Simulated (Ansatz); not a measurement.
The first iterations of a band of C2H5OSi (9 atoms, charge 1, multiplicity 1).

Method: RKS revPBE/def2-SVP (Ansatz 0.2.0).

| Quantity | Value |
| --- | --- |
| movable images | 9 |
| climbing image | yes |
| spring | 5.0 eV/Å² |
| optimiser | quadratic models (default) |
| start path | IDPP |
| force threshold | 0.05 eV/Å |
| iteration limit | 53 |
| end points | relaxed |

First end point:

```xyz
9
Properties=species:S:1:pos:R:3
O -0.645 0.992 -1.279
C 0.436 0.917 -0.530
C 0.605 -0.068 0.442
Si -0.543 -1.370 0.860
H -0.606 1.741 -1.912
H 1.226 1.676 -0.697
H 1.553 -0.026 1.004
H -1.856 -1.535 0.176
H -0.169 -2.327 1.937
```

Last end point:

```xyz
9
Properties=species:S:1:pos:R:3
O -0.646 0.993 -1.278
C 0.435 0.917 -0.530
C 0.605 -0.069 0.442
Si -0.543 -1.370 0.860
H -0.607 1.743 -1.911
H 1.226 1.675 -0.697
H 1.554 -0.027 1.003
H -0.169 -2.329 1.935
H -1.856 -1.534 0.177
```

| iteration | highest image above the first end (eV) | largest band force component (eV/Å) |
| --- | --- | --- |
| 1 | 0.819 | 1.474 |
| 2 | 0.764 | 1.159 |
| 3 | 0.739 | 0.317 |
| 4 | 0.733 | 0.208 |
| 5 | 0.725 | 0.175 |
| 6 | 0.716 | 0.181 |

Task: Does the band converge within its limit, and where does its top end?

Result: The run converged. It ended after 18 iterations with the highest image 0.505 eV above the first end. The profile has 2 maxima (images 3, 7) with wells between them (image 5): this band takes more than one step, which may be the mechanism or a detour left from its start path. A vibrational analysis at the climbing image gives one clearly imaginary mode, 289i cm⁻¹: a first-order saddle point.

The run took 6 min on 1 thread of Arm Neoverse V2 (shared host), peak memory 0.12 GiB.
